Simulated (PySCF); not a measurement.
Static response to an electric field

C₂H₆F₂OSi.
Numbering: `[CH3:1][O:2][C:3]([F:4])([F:5])[SiH3:6]` (hydrogens: H7, H8, H9 on C1; H10, H11, H12 on Si6)

Geometry (GFN2-xTB, Å), atoms numbered from 1 in this order:
```
atom  x, y, z in Å
C1     1.9674   -0.1624    0.3987
O2     0.7397   -0.2540   -0.3288
C3    -0.3651    0.1821    0.2993
F4    -0.2267    1.4949    0.6999
F5    -0.5520   -0.4769    1.4967
Si6   -1.8720   -0.0512   -0.8923
H7     1.9155   -0.7607    1.3104
H8     2.7335   -0.5543   -0.2644
H9     2.1834    0.8774    0.6517
H10   -3.0401    0.4332   -0.1623
H11   -1.9235   -1.4824   -1.1675
H12   -1.5591    0.7537   -2.0674
```

Level: CAM-B3LYP/def2-SVPD (PySCF), static field, nuclei fixed, core orbitals frozen in the response. The polarisability tensor in these axes (au):

```
x   67.06 -0.63  4.03
y   -0.63 53.60  0.30
z    4.03  0.30 55.76
```

Problem. Give the principal values, the mean and the anisotropy Δα = √{½[(α1 − α2)² + (α2 − α3)² + (α1 − α3)²]}.

Solution. Principal values 53.38, 54.67 and 68.37 au; mean 58.81 au = 8.71 Å³ = 9.70 × 10⁻⁴⁰ C²·m²/J; Δα = 14.39 au (24 % of the mean).

Problem. What is the dipole moment, and where does it point?

Solution. (0.59, -0.53, -1.07) D, 1.34 D in size, pointing from the negative to the positive side. Measured along this direction, the outermost atoms are H10 at the negative end and H8 at the positive end.

Problem. Give the principal axes and the span of the nuclei along them.

Solution. Largest value along (0.95, -0.03, 0.30), where the nuclei span 5.50 Å; middle along (-0.27, 0.40, 0.88), 2.45 Å; least along (0.15, 0.92, -0.37), 2.44 Å. 

Problem. Rayleigh depolarisation ratio (linearly polarised light, static tensor)?

Solution. ρ = 3Δα²/(45ᾱ² + 4Δα²) = 621.5/(155618 + 828.7) = 0.00397.

Problem. Traceless (Buckingham) quadrupole moment about the centre of nuclear charge: eigenvalues?

Solution. -5.49, -4.72, 10.21 D·Å. The values depend on the origin, since the dipole doesn't vanish. The electronic extent ⟨r²⟩ about the same centre is 733 bohr², a root-mean-square distance of 1.88 Å for the 58 electrons.

Problem. In a dilute gas of rigid molecules at 298 K, how does the orientational term μ²/3kT compare with the electronic polarisability?

Solution. In Gaussian units μ²/3kT = 14.47 Å³ against 8.71 Å³, a ratio of 1.66; the Debye molar polarisation (4π/3)N_A(α + μ²/3kT) is 58.5 cm³/mol, leaving out the vibrational part.

Geometry: GFN2-xTB, one conformer, isolated molecule.
